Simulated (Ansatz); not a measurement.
Reaction (formal exchange of groups at a B–Te bond): `NB(F)[TeH]` + `[CH3][GeH3]` → `NB(F)[CH2][GeH3]` + H₂Te

Calculated with Ansatz (gas phase, PBE0-D4/def2-TZVP geometries, no zero-point term in ΔE). CCSD(T)/CBS is the MP2 limit (def2-TZVPP, def2-QZVPP) plus CCSD(T) − MP2 in def2-TZVPP, frozen cores. DFT in def2-TZVPP. def2 core potentials past Kr. For Ge, Te outer-core shells are correlated without core-valence functions, which leaves a few kJ/mol of doubt a bond. Scalar relativity is left out up to krypton. Each species was taken in one conformer, which may not be the lowest.

`NB(F)[TeH]`:

```xyz
7

N     0.980   -0.045   -0.296
B    -0.010   -0.156    0.674
F     0.327   -0.486    1.923
Te   -2.136    0.175    0.317
H     0.798    0.199   -1.251
H     1.949   -0.208   -0.078
H    -1.908    0.522   -1.288
```

`[CH3][GeH3]`:

Cartesian coordinates in Å:
```
C -0.400 -0.245 -0.924
Ge 0.354 0.217 0.818
H -0.045 -1.226 -1.241
H -1.489 -0.269 -0.870
H -0.103 0.491 -1.672
H -0.059 -0.823 1.875
H -0.149 1.600 1.270
H 1.891 0.256 0.744
```

`NB(F)[CH2][GeH3]`:

Cartesian coordinates in Å:
```
N -0.513 0.305 -2.015
B 0.380 -0.240 -1.088
F 1.690 -0.189 -1.398
C -0.043 -0.858 0.281
Ge 0.137 0.446 1.741
H -1.507 0.318 -1.879
H -0.203 0.728 -2.873
H -1.079 -1.202 0.290
H 0.601 -1.703 0.538
H -0.186 -0.222 3.090
H -0.846 1.611 1.521
H 1.568 1.007 1.792
```

H₂Te:

Z-matrix (Å, degrees):
```
Te
H 1 1.656
H 1 1.656 2 90.4
```

```csv
level,ΔE (eV)
r2SCAN-D4,0.26
r2SCAN,0.27
```

(1) What does CCSD(T)/CBS give? (An estimate is asked.)

Largest T1 diagnostic among the species: 0.012.

Results:

(1) Ansatz gave: +0.26 eV. The listed levels differ from it by 0.00, 0.01 eV.
